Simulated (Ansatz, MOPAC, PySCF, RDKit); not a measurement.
Pair of molecules: CH5N (SMILES CN) (first 7 atoms) with CH6Si (SMILES C[SiH3]); geometry from B3LYP-D3(BJ)/def2-TZVP, rigid monomers moved along the line of their centres of mass till H6···Si9 is 4.45 Å.
(charge 0, multiplicity 1):
```xyz
15

C     -0.979     0.271     0.089
N      0.428     0.158     0.470
H     -1.235    -0.549    -0.584
H     -1.127     1.201    -0.462
H     -1.688     0.256     0.927
H      0.596    -0.706     0.972
H      0.696     0.917     1.084
C      1.637    -0.269     5.506
Si    -0.224    -0.141     5.306
H      1.910    -1.207     5.993
H      2.017     0.551     6.118
H      2.146    -0.231     4.541
H     -0.743    -1.259     4.481
H     -0.597     1.134     4.649
H     -0.888    -0.194     6.631
```

Counterpoise-corrected where a basis set is named; no monomer relaxation. Rows marked so take none. RDKit's UFF carries no charges.

Cores are frozen in the correlated methods. Rows in 6-31G* carry no dispersion term and start afresh at each structure (6-31G* with six Cartesian d functions). The state that PM3 reach isn't checked.

Codes used: Ansatz (a quantum-chemistry and plane-wave program) with Gaussian orbitals; MOPAC for PM3 (differences of heats of formation); PySCF for 6-31G* rows, the dispersion terms; RDKit for the force fields. Each number belongs to the level named beside it.

```
level                        interaction energy (meV)
---------------------------  ------------------------
UFF                                             -28.1
PM3                                              -9.4
HF/6-31G* (no counterpoise)                      -9.8
HF/aug-cc-pV(D+d)Z                                0.7
B3LYP/6-31G*                                      2.3
PBE0-D4/def2-TZVPPD                             -25.2
wB97X-V/def2-TZVPPD                             -20.4
MP2/aug-cc-pV(D+d)Z                               [?]
CCSD(T)/aug-cc-pV(D+d)Z                           [?]
```

Problem. Fill in the missing entries.

Solution. 
- MP2/aug-cc-pV(D+d)Z, interaction energy (meV): -18.2
- CCSD(T)/aug-cc-pV(D+d)Z, interaction energy (meV): -19.3
